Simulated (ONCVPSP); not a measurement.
# Scattering properties, ONCV potential for Mg (Z = 12)

- Element: magnesium
- Generator: ONCVPSP 4.0.1
- Type: optimised norm-conserving Vanderbilt (ONCV)
- Functional: LDA (Perdew-Wang 92)
- Relativity: scalar-relativistic
- Frozen core: [He] 2s2
- Valence charge: 8
- Reference configuration: 2p6 3s1 (charge +1)
- Partial waves: 3s: rc 1.70 bohr, ncon 3, nbas 7, qcut 3.1 1/bohr, 2 projectors, debl 3 Ha; 2p: rc 0.60 bohr, ncon 4, nbas 7, qcut 11.8 1/bohr, 2 projectors, debl 1.1 Ha
- Local potential: polynomial inside 0.50 bohr (lpopt 5, dvloc0 0 Ha)
- Core correction: Teter function, fcfact 5, rcfact 1.5

In the p channel the program set the typed energies aside and used -2.052, 0.250 Ha.

The phase is arctan(r·R′/R) of the radial function R(r), unwrapped; energies in Ha, scanned from -4 to 5 Ha. A pole is an energy at which the radial function vanishes at the test radius. The pseudo phase is shifted by a multiple of π to meet the all-electron one at the reference energy, and phase errors are pseudo minus all-electron; the curves can meet again beyond the range given. Levels narrower than the energy grid can be missing from the lists of poles.

Question: For each channel, where are the poles, and over which energies does the pseudopotential scatter like the atom?

Answer:

```json
{"channel": "s", "radius (bohr)": "1.72", "reference energy (Ha)": "-0.42", "poles, all-electron": "-3.17, 3.11", "poles, pseudo": "-1.43, 3.10", "unbroken range about the reference energy with phases within 0.05 rad": "-1.2 to 4.7", "phase error 1 Ha above the reference energy (rad)": "-0.001"}
{"channel": "p", "radius (bohr)": "0.61", "reference energy (Ha)": "-2.05", "poles, all-electron": "none", "poles, pseudo": "none", "unbroken range about the reference energy with phases within 0.05 rad": "the whole range", "phase error 1 Ha above the reference energy (rad)": "-0.000"}
```

Note: ghosts flagged at negative energy: s at -39.1 eV; GHOST(+) flags only above 600 eV. A true bound ghost makes a file unfit for plane-wave use.

Phases in the s channel:

| E (Ha) | all-electron | pseudo |
| --- | --- | --- |
| -3.98 | 1.199 | 1.288 |
| -3.50 | 0.883 | 1.259 |
| -3.02 | -1.732 | 1.221 |
| -2.54 | -1.887 | 1.167 |
| -2.06 | -1.988 | 1.082 |
| -1.58 | -2.119 | 0.868 |
| -1.10 | -2.342 | -2.323 |
| -0.62 | -2.788 | -2.787 |
| -0.14 | -3.511 | -3.512 |
| 0.34 | -4.059 | -4.059 |
| 0.82 | -4.330 | -4.332 |
| 1.30 | -4.476 | -4.477 |
| 1.78 | -4.566 | -4.567 |
| 2.26 | -4.630 | -4.630 |
| 2.74 | -4.679 | -4.679 |
| 3.22 | -4.722 | -4.723 |
| 3.70 | -4.762 | -4.766 |
| 4.18 | -4.804 | -4.818 |
| 4.66 | -4.852 | -4.896 |
